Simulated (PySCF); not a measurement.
Gas-phase reaction: 2 SnF₃ + 3 H₂ → 2 SnH₃F + 4 F, at 2000 K and a standard pressure of 1 bar. Level: PBE/def2-SVP.

Energies from PySCF, thermal terms from the rigid-rotor harmonic-oscillator model, ideal gas at 1 bar. Open shells (unrestricted): SnF₃ (multiplicity 2), F (multiplicity 2, electronic degeneracy 6); the rest are closed-shell singlets. Spin-orbit splitting is ignored; it lowers the true energy and changes the entropy of F. Sn: scalar-relativistic def2 core potential, no spin-orbit coupling. SnF₃, SnH₃F: computed as isolated molecules; such fragments, hydroxides, amides, oligomers or adducts are transient or little studied in the gas. The harmonic model lacks anharmonicity and excited electronic states, which grow with temperature; levels with a mode under 35 cm⁻¹ are left out.

```csv
species,E (Ha),H(2000 K) − E (kJ/mol),S°(2000 K) (J/mol/K)
SnF₃,-513.35818,167.1,471.1
H₂,-1.16069,86.3,187.9
SnH₃F,-315.74436,225.1,428.8
F,-99.53981,41.6,200.0
```
E: electronic energy; H − E holds the zero-point and thermal terms. 1 Ha = 2625.5 kJ/mol.

Question: Work out ΔH°, ΔS°, ΔG° and log10 K from these numbers.

Answer: 1. ΔE = 2×(-315.74436) + 4×(-99.53981) − 2×(-513.35818) − 3×(-1.16069) = 0.55047 Ha = 1445.3 kJ.
2. Δ(H − E) = 2×(225.1) + 4×(41.6) − 2×(167.1) − 3×(86.3) = 23.5 kJ, so ΔH° = 1468.8 kJ.
3. ΔS° = 2×(428.8) + 4×(200.0) − 2×(471.1) − 3×(187.9) = 151.7 J/K; the number of gas molecules changes by +1.
4. ΔG° = ΔH° − TΔS° = 1468.8 − 2000×(151.7)/1000 = 1165.4 kJ.
5. log10 K = −ΔG°/(RT ln 10) = -30.44, with RT ln 10 = 38.29 kJ/mol; at standard pressures the reactants are favoured.
6. A shift of 10 kJ in ΔE would move log10 K by 0.26 here.
For scale, ΔH°(298 K) is 1444 kJ at this level, 1375 kJ at ωB97M-V/def2-TZVP†, and runs from 866 to 1660 kJ over the 17 levels computed († marks an energy on the PBE0/def2-TZVP geometry).
